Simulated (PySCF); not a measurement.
GaCl3, SMILES [Cl][Ga]([Cl])[Cl].

Coordinates come from a B3LYP-D3(BJ)/def2-SVP optimisation. The isomer is the one that the SMILES or the coordinates give; other isomers of the formula were not compared.

These are r2SCAN/def2-TZVPD (PySCF) values and carry that method's errors.

Symmetry labels are those of the subgroup C2v that the program uses (full group D3h).

Q: List the valence orbital energies around the gap with their symmetry. (The exact figures need the calculation; the answer reports its results.)

A: 
```json
[
 {"orbital": "HOMO−7", "symmetry": "A1", "energy (eV)": "-10.38"},
 {"orbital": "HOMO−6", "symmetry": "B1", "energy (eV)": "-10.38"},
 {"orbital": "HOMO−5", "symmetry": "B2", "energy (eV)": "-9.38"},
 {"orbital": "HOMO−4", "symmetry": "B1", "energy (eV)": "-8.76"},
 {"orbital": "HOMO−3", "symmetry": "A1", "energy (eV)": "-8.76"},
 {"orbital": "HOMO−2", "symmetry": "B2", "energy (eV)": "-8.75"},
 {"orbital": "HOMO−1", "symmetry": "A2", "energy (eV)": "-8.75"},
 {"orbital": "HOMO", "symmetry": "B1", "energy (eV)": "-8.43"},
 {"orbital": "LUMO", "symmetry": "A1", "energy (eV)": "-2.93"},
 {"orbital": "LUMO+1", "symmetry": "B2", "energy (eV)": "-2.21"},
 {"orbital": "LUMO+2", "symmetry": "A1", "energy (eV)": "0.37"},
 {"orbital": "LUMO+3", "symmetry": "A1", "energy (eV)": "0.72"}
]
```
